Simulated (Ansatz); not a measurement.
`O[SiH2][SiH]([SiH3])Cl` + `N[SiH3]` → `O[SiH2]N[SiH3]` + `[SiH3][SiH2]Cl`  (cleavage of the Si–Si bond)

Gas-phase electronic energies from Ansatz, PBE0-D4/def2-TZVP geometries. CCSD(T)/CBS is the MP2 limit (def2-TZVPP, def2-QZVPP) plus CCSD(T) − MP2 in def2-TZVPP, frozen cores. This one scheme is used for every species. DFT in def2-TZVPP. One conformer a species, not always the lowest.

```
             level  ΔE (kcal/mol)
         r2SCAN-D4          -17.2
           ωB97X-V          -18.3
           ωB97M-V          -19.5
               PBE          -14.1
              PBE0          -15.8
SCS-MP2/def2-TZVPP          -21.3
   CCSD/def2-TZVPP          -20.1
    MP2/def2-QZVPP          -20.6
```

**Question.** What does CCSD(T)/CBS give? (An estimate is asked.)

**Answer.** Ansatz gave: -19.0 kcal/mol. The listed levels differ from it by 1.8, 0.7, -0.5, 4.9, 3.2, -2.3, -1.1, -1.6 kcal/mol.

Largest T1 diagnostic among the species: 0.012.

In def2-TZVPP, CCSD(T) changes the Hartree–Fock value by +3.6 kcal/mol (the triples alone add +0.6 kcal/mol) and MP2 by +2.3 kcal/mol. From PBE to PBE0 (25 % exact exchange), in def2-TZVPP and without D4, ΔE moves by −1.7 kcal/mol.
